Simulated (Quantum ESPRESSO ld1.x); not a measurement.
Problem. The mean radii <r> (bohr) of the occupied orbitals of an atom or ion are listed with their occupations. Calculated with ld1.x of Quantum ESPRESSO 7.5: scalar-relativistic Kohn-Sham, PBE, spin-unpolarised, spherical densities, point nucleus.

orbital  occ.      <r>
1s          2  0.04410
2s          2   0.1948
2p          6   0.1701
3s          2   0.5102
3p          6   0.5039

Name the element and its charge.

Solution. Z = 34, selenium, charge +16: Se16+ in [Ar]. The 1s radius gives Z: for a bare nucleus <r> = (2 gamma + 1)/(2Z) with gamma = sqrt(1 - (Z/c)^2), 0.0432 bohr for Z = 34, and screening makes it slightly larger (0.04410 here). The occupations add up to 18, and the charge is Z minus that.
